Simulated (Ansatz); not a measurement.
Sn₄Te₉⁻, relaxed as a doublet with UKS r2SCAN-D4/def2-SVP in Ansatz, starting from the GFN2-xTB geometry. Force threshold 0.03 eV/Å.

In the def2 sets Sn, Te take a core potential; there is no spin–orbit coupling. The structure comes from a short search, and lower isomers may exist.

Start:

Cartesian coordinates in Å:
```
Sn 0.6203 0.3160 0.8329
Sn -0.0421 2.2238 -0.4380
Sn -0.7024 -0.1621 -0.8343
Sn 0.4123 -1.8423 1.1284
Te -1.7810 0.0068 -2.5678
Te -1.2302 1.7276 -1.9880
Te 1.6068 3.3369 -0.3701
Te 1.2040 1.1607 2.5271
Te 0.0043 -4.4935 0.2276
Te -0.6519 -2.5369 -0.4965
Te -1.4612 -1.6983 -1.9685
Te 0.8516 2.6503 1.4144
Te 1.1695 -0.6891 2.5328
```

Question: Estimate the energy that the relaxation releases and the steps that it takes.

Answer: 177.50 eV, in 36 steps; 2.9 min on 2 threads of AMD EPYC 7R13 on a shared host and a share (18 GiB) of an NVIDIA H100 80GB HBM3. No frequencies were taken in this run, so the end may be a saddle point.

Question: Does the start keep its bonding and symmetry?

Answer: Bonds lost: Sn1–Te12, Sn1–Te13, Sn2–Te12, Sn3–Te6, Sn3–Te10, Te5–Te11 (atoms count from 1). Metal–metal contacts that move far: Sn2–Sn3 2.51 to 4.69 Å, Sn1–Sn3 2.18 to 4.33 Å, Sn1–Sn4 2.19 to 3.39 Å.

Question: Predict the relaxed structure.

Answer: 
```xyz
13

Sn    1.7236    1.0139    0.5504
Sn   -0.7679    2.7443   -0.1632
Sn   -0.4390   -1.4106   -2.3060
Sn   -0.0352   -1.8772    0.6843
Te   -2.4240    0.5506   -2.6444
Te   -0.5266    2.5644   -3.0057
Te    1.9217    3.9942   -0.0101
Te    1.1782    1.6611    3.2329
Te    1.0300   -4.5013   -0.0293
Te   -1.7146   -4.5292    0.1113
Te   -2.5763   -3.3792   -2.2753
Te    1.7073    4.5649    2.6619
Te    0.9228   -1.3958    3.1931
```
Bond lengths (bridged metal pairs left out): 9 × Sn–Te 2.73 to 3.19 Å; 6 × Te–Te 2.74 to 3.07 Å; 1 × Sn–Sn 3.05 Å.
